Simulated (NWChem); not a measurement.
System: C2H5BF2O; SMILES OB([C@H](F)C)F

Input file for NWChem:

```
start job
memory heap 200 mb stack 900 mb global 1100 mb
geometry units angstroms noautosym nocenter noautoz
  C     -1.226212    -1.358926    -0.451914
  C     -0.146737    -0.699358     0.378610
  F      1.078791    -1.339975     0.147826
  B      0.065091     0.841905     0.066978
  O      1.255952     1.304809    -0.338028
  F     -0.946518     1.691345     0.205420
  H     -1.005113    -1.275799    -1.527022
  H     -1.318422    -2.426565    -0.202832
  H     -2.195190    -0.873073    -0.263960
  H     -0.379390    -0.830104     1.452485
  H      1.882075     0.568978    -0.388748
end
basis spherical
  * library 6-31g*
end
dft
  xc hfexch
  iterations 150
  mulliken
end
task dft energy
esp
  recalculate
  probe 0.07
  range 0.3
  factor 1.0
  spacing 0.02
end
task esp
```

Output (shortened):

```
             Northwest Computational Chemistry Package (NWChem) 7.3.0
             --------------------------------------------------------

                             Geometry "geometry" -> ""
                             -------------------------

 Output coordinates in angstroms (scale by  1.889725989 to convert to a.u.)

  No.       Tag          Charge          X              Y              Z
 ---- ---------------- ---------- -------------- -------------- --------------
    1 C                    6.0000    -1.22621200    -1.35892600    -0.45191400
    2 C                    6.0000    -0.14673700    -0.69935800     0.37861000
    3 F                    9.0000     1.07879100    -1.33997500     0.14782600
    4 B                    5.0000     0.06509100     0.84190500     0.06697800
    5 O                    8.0000     1.25595200     1.30480900    -0.33802800
    6 F                    9.0000    -0.94651800     1.69134500     0.20542000
    7 H                    1.0000    -1.00511300    -1.27579900    -1.52702200
    8 H                    1.0000    -1.31842200    -2.42656500    -0.20283200
    9 H                    1.0000    -2.19519000    -0.87307300    -0.26396000
   10 H                    1.0000    -0.37939000    -0.83010400     1.45248500
   11 H                    1.0000     1.88207500     0.56897800    -0.38874800

 Effective nuclear repulsion energy (a.u.)     237.0508584567

  xc_inp: hfexch multiplicative factor not found.

                                 NWChem DFT Module
                                 -----------------

 Summary of "ao basis" -> "ao basis" (spherical)
 ------------------------------------------------------------------------------
       Tag                 Description            Shells   Functions and Types
 ---------------- ------------------------------  ------  ---------------------
 C                           6-31g*                  6       14   3s2p1d
 F                           6-31g*                  6       14   3s2p1d
 B                           6-31g*                  6       14   3s2p1d
 O                           6-31g*                  6       14   3s2p1d
 H                           6-31g*                  2        2   2s

            General Information
            -------------------
          SCF calculation type: DFT
          Wavefunction type:  closed shell.
          No. of atoms     :    11
          No. of electrons :    48
           Alpha electrons :    24
            Beta electrons :    24
          Charge           :     0
          Spin multiplicity:     1
          Use of symmetry is: off; symmetry adaption is: off
          Maximum number of iterations: 150
          AO basis - number of functions:    94
                     number of shells:    46
          Convergence on energy requested:  1.00D-06
          Convergence on density requested:  1.00D-05
          Convergence on gradient requested:  5.00D-04

              XC Information
              --------------
                     Hartree-Fock (Exact) Exchange  1.000

      Superposition of Atomic Density Guess
      -------------------------------------

 Sum of atomic energies:        -375.83677576

      Non-variational initial energy
      ------------------------------

 Total energy =    -378.332828
 1-e energy   =    -988.741540
 2-e energy   =     373.357854
 HOMO         =      -0.331220
 LUMO         =       0.092917

     ---------------------------------------------
      Total Density - Mulliken Population Analysis
     ---------------------------------------------

    Atom       Charge   Shell Charges
 -----------   ------   -------------------------------------------------------
    1 C    6     6.71   2.00  0.72  2.05  0.68  1.24  0.03
    2 C    6     5.79   2.00  0.69  1.69  0.55  0.80  0.05
    3 F    9     9.52   2.00  0.95  3.41  1.02  2.14  0.01
    4 B    5     4.04   2.00  0.54  0.98  0.28  0.12  0.13
    5 O    8     8.87   2.00  0.93  3.13  0.88  1.91  0.01
    6 F    9     9.48   2.00  0.95  3.46  0.98  2.09  0.01
    7 H    1     0.78   0.47  0.31
    8 H    1     0.78   0.47  0.31
    9 H    1     0.76   0.46  0.31
   10 H    1     0.82   0.48  0.34
   11 H    1     0.45   0.35  0.10

   convergence    iter        energy       DeltaE   RMS-Dens  Diis-err
 ---------------- ----- ----------------- --------- --------- ---------
 d= 0,ls=0.0,diis     1   -377.0797005425 -6.14D+02  6.85D-03  8.99D-01
 d= 0,ls=0.0,diis     2   -377.1625832311 -8.29D-02  2.44D-03  2.59D-01
 d= 0,ls=0.0,diis     3   -377.1854713383 -2.29D-02  7.51D-04  7.35D-03
 d= 0,ls=0.0,diis     4   -377.1866336282 -1.16D-03  1.66D-04  2.08D-04
 d= 0,ls=0.0,diis     5   -377.1866682460 -3.46D-05  4.52D-05  1.90D-05
  Resetting Diis
 d= 0,ls=0.0,diis     6   -377.1866713891 -3.14D-06  1.63D-05  2.16D-06
 d= 0,ls=0.0,diis     7   -377.1866717516 -3.63D-07  3.61D-06  1.54D-07

         Total DFT energy =     -377.186671751619
      One electron energy =     -992.342294133045
           Coulomb energy =      422.727965886463
    Exchange-Corr. energy =      -44.623201961708
 Nuclear repulsion energy =      237.050858456672

 Numeric. integr. density =        0.000000000000

                       DFT Final Molecular Orbital Analysis
                       ------------------------------------

 Vector   22  Occ=2.000000D+00  E=-5.427596D-01
              MO Center=  9.4D-01,  1.1D+00, -2.6D-01, r^2= 1.6D+00
   Bfn.  Coefficient  Atom+Function         Bfn.  Coefficient  Atom+Function
  ----- ------------  ---------------      ----- ------------  ---------------
    61      0.529462   5 O  pz               65      0.412118   5 O  pz
    75     -0.180143   6 F  pz               59      0.159938   5 O  px
    79     -0.145793   6 F  pz               63      0.125612   5 O  px
    47      0.115268   4 B  pz               60      0.105220   5 O  py
    33     -0.089281   3 F  pz                5     -0.082639   1 C  pz

 Vector   23  Occ=2.000000D+00  E=-5.122935D-01
              MO Center= -2.4D-01, -8.8D-01,  5.5D-02, r^2= 2.5D+00
   Bfn.  Coefficient  Atom+Function         Bfn.  Coefficient  Atom+Function
  ----- ------------  ---------------      ----- ------------  ---------------
    19      0.300244   2 C  pz                5     -0.257004   1 C  pz
    33     -0.256126   3 F  pz               37     -0.211225   3 F  pz
     3     -0.196119   1 C  px               91      0.173576  10 H  s
    61     -0.170919   5 O  pz               92      0.170911  10 H  s
     9     -0.147442   1 C  pz               17      0.143035   2 C  px

 Vector   24  Occ=2.000000D+00  E=-4.664656D-01
              MO Center= -1.5D-01, -4.6D-01,  1.2D-01, r^2= 2.9D+00
   Bfn.  Coefficient  Atom+Function         Bfn.  Coefficient  Atom+Function
  ----- ------------  ---------------      ----- ------------  ---------------
    18      0.331693   2 C  py               46     -0.265046   4 B  py
    32     -0.197608   3 F  py               22      0.185072   2 C  py
    60      0.175270   5 O  py                4     -0.171995   1 C  py
    36     -0.171057   3 F  py               88      0.155791   8 H  s
    74      0.151455   6 F  py               19     -0.149441   2 C  pz

 Vector   25  Occ=0.000000D+00  E= 1.803886D-01
              MO Center= -2.0D-01,  1.5D-01, -7.9D-02, r^2= 3.8D+00
   Bfn.  Coefficient  Atom+Function         Bfn.  Coefficient  Atom+Function
  ----- ------------  ---------------      ----- ------------  ---------------
     6      1.045900   1 C  s                88     -0.592333   8 H  s
    51      0.586931   4 B  pz               92     -0.554103  10 H  s
    86     -0.430806   7 H  s                47      0.348911   4 B  pz
    23      0.303464   2 C  pz               65     -0.271386   5 O  pz
    48     -0.261071   4 B  s                22      0.216752   2 C  py

 Vector   26  Occ=0.000000D+00  E= 2.331814D-01
              MO Center=  5.3D-01,  1.3D-01,  1.9D-01, r^2= 5.3D+00
   Bfn.  Coefficient  Atom+Function         Bfn.  Coefficient  Atom+Function
  ----- ------------  ---------------      ----- ------------  ---------------
    20      0.999867   2 C  s                94     -0.931632  11 H  s
    48     -0.890240   4 B  s                62      0.831009   5 O  s
    90     -0.670852   9 H  s                92     -0.662288  10 H  s
     6      0.485295   1 C  s                 7     -0.458969   1 C  px
    21     -0.378002   2 C  px               51     -0.294163   4 B  pz

 Vector   27  Occ=0.000000D+00  E= 2.635513D-01
              MO Center=  2.4D-01, -3.0D-01,  1.7D-01, r^2= 6.2D+00
   Bfn.  Coefficient  Atom+Function         Bfn.  Coefficient  Atom+Function
  ----- ------------  ---------------      ----- ------------  ---------------
    20      1.116069   2 C  s                 6      1.023339   1 C  s
    94      0.992700  11 H  s                92     -0.885428  10 H  s
    88     -0.688208   8 H  s                90     -0.681051   9 H  s
    62     -0.673644   5 O  s                23      0.438917   2 C  pz
    51     -0.413542   4 B  pz                7     -0.403690   1 C  px

     ---------------------------------------------
      Total Density - Mulliken Population Analysis
     ---------------------------------------------

    Atom       Charge   Shell Charges
 -----------   ------   -------------------------------------------------------
    1 C    6     6.55   2.00  0.64  2.06  0.70  1.10  0.05
    2 C    6     5.91   2.00  0.66  1.92  0.53  0.73  0.07
    3 F    9     9.49   2.00  0.92  3.29  1.07  2.20  0.02
    4 B    5     4.15   2.00  0.51  1.26  0.10  0.10  0.16
    5 O    8     8.72   2.00  0.89  2.92  0.94  1.94  0.03
    6 F    9     9.40   2.00  0.93  3.31  1.02  2.13  0.01
    7 H    1     0.82   0.52  0.30
    8 H    1     0.81   0.52  0.29
    9 H    1     0.81   0.52  0.30
   10 H    1     0.83   0.53  0.30
   11 H    1     0.51   0.44  0.07

     -------------------------------------------
      Total Density - Lowdin Population Analysis
     -------------------------------------------

    Atom       Charge   Shell Charges
 -----------   ------   -------------------------------------------------------
    1 C    6     6.36   1.99  0.54  1.88  0.44  1.43  0.08
    2 C    6     5.98   1.99  0.52  1.76  0.40  1.16  0.16
    3 F    9     9.25   1.99  0.93  3.19  0.84  2.27  0.03
    4 B    5     4.95   1.97  0.42  1.20  0.29  0.66  0.40
    5 O    8     8.29   1.99  0.82  2.78  0.66  2.01  0.04
    6 F    9     9.08   1.99  0.90  3.18  0.78  2.20  0.02
    7 H    1     0.87   0.50  0.37
    8 H    1     0.86   0.50  0.37
    9 H    1     0.86   0.49  0.37
   10 H    1     0.87   0.51  0.36
   11 H    1     0.64   0.43  0.21

     Multipole analysis of the density
     ---------------------------------

     L   x y z        total         alpha         beta         nuclear
     -   - - -        -----         -----         ----         -------
     0   0 0 0     -0.000000    -24.000000    -24.000000     48.000000

     1   1 0 0     -0.209291     -0.397358     -0.397358      0.585426
     1   0 1 0     -0.649999     -0.914651     -0.914651      1.179302
     1   0 0 1      0.108829      0.583557      0.583557     -1.058286

     2   2 0 0    -24.688212   -104.445321   -104.445321    184.202430
     2   1 1 0      1.548914     -7.017390     -7.017390     15.583695
     2   1 0 1     -0.079485     -0.756234     -0.756234      1.432983
     2   0 2 0    -30.174734   -162.171463   -162.171463    294.168192
     2   0 1 1      0.455541     -2.339004     -2.339004      5.133550
     2   0 0 2    -23.758885    -26.702686    -26.702686     29.646487

                     NWChem Electrostatic Potential Fit Module
                     -----------------------------------------

 Atom parameters

 Number of atoms is                                   11
 Number of basis functions is                         94

 Grid parameters

 Maximum number of grid points is                  41116
 Number of grid points is                          41115
 Grid range                                     0.300000 nm
 Grid spacing                                   0.020000 nm
 Probe radius                                   0.070000 nm
 Atom radius factor                             1.000000

 Atomic radii

    1    0.100000
    5    0.158000
    6    0.147000
    8    0.136000
    9    0.128000
 FASTESP  F
  using M.O. file = ./job.movecs

    Atom              Coordinates                           Charge

                                                  ESP

    1 C    -0.122621   -0.135893   -0.045191   -0.116915
    2 C    -0.014674   -0.069936    0.037861    0.228735
    3 F     0.107879   -0.133998    0.014783   -0.344338
    4 B     0.006509    0.084191    0.006698    0.710946
    5 O     0.125595    0.130481   -0.033803   -0.671245
    6 F    -0.094652    0.169135    0.020542   -0.336895
    7 H    -0.100511   -0.127580   -0.152702    0.041935
    8 H    -0.131842   -0.242657   -0.020283    0.054529
    9 H    -0.219519   -0.087307   -0.026396    0.018441
   10 H    -0.037939   -0.083010    0.145249    0.002506
   11 H     0.188208    0.056898   -0.038875    0.412300
                                            ------------
                                                0.000000

 Dipole moment                                  0.717920

 Quadrupole moment Qxx                          3.997549
                   Qyy                        -10.383449
                   Qzz                          6.385899

 RMS deviation kJ/mol                           0.046986

 RRMS %                                        20.817963
```

Level: Hartree-Fock/6-31G* (spherical d). The geometry was optimised at PBE0/def2-SVP.
